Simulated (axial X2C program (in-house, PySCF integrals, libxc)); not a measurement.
TeCl: from the spin-free to the two-component result

All values were computed with an axial X2C code built on PySCF integrals. Spin-free means the one-electron spin-free X2C Hamiltonian; two-component (2c) means X2C with spin–orbit coupling and atomic mean-field two-electron Coulomb and Gaunt terms, so the difference of the two also holds small scalar two-electron terms. Basis: Te dyall-cv3z [11s12p8d4f1g], Cl dyall-av3z [9s8p3d2f] (cores contracted in-house); Gaussian nuclei, density fitting, unrestricted open shells. Masses: Te 129.906 u, Cl 34.969 u.

Spin-free state: M_S = 1/2, Λ = 1 (beyond evenly filled blocks: π+α, π+β, π-α); fragments Te + Cl.

```
level  Re (Å)  ωe (cm⁻¹)  De (eV)  μ (D)
 PBE0   2.317      393.9    2.757  -1.41
B97-3   2.332      385.9    2.745  -1.53
```

Dipoles are positive if Cl is the positive end.

**Question.** Within this multiplet, which Ω should lie lowest by the rule for regular and inverted multiplets?

**Answer.** The open π shell holds three electrons, one hole, so the multiplet is inverted: Ω = Λ + 1/2 = 3/2. The PBE0 2c search agrees.

Two-component determinant lowest at the distance of the search:

Ω = 3/2 (⟨Sz⟩ = 0.51, ⟨Lz⟩ = 0.99 at PBE0); fragments Te + Cl.

```json
{"level": "PBE0", "Re (Å)": "2.328", "ωe (cm⁻¹)": "382.6", "De (eV)": "2.773", "μ (D)": "-1.60"}
{"level": "B97-3", "Re (Å)": "2.344", "ωe (cm⁻¹)": "374.6", "De (eV)": "2.694", "μ (D)": "-1.72"}
```

**Question.** From the two tables, how do the constants change at the PBE0 level (2c against spin-free)?

**Answer.** At the PBE0 level Re goes up by 0.011 Å and ωe falls by 11.3 cm⁻¹; De is not compared, since the atomic limits differ or miss part of their spin–orbit lowering.

The state is a single determinant with fixed occupations, the lowest that a limited PBE0 search found. De is counted from the lowest determinant-based energies of the atoms at the same level, without counterpoise correction. Density functionals use the spin component along the axis (collinear). A 2c atom that is not at its ground J level misses part of its spin–orbit lowering, and De is too large by that part (0.04 eV or less for light atoms). This holds for PBE0. Without a current term, density functionals place determinants with orbital angular momentum somewhat too high.
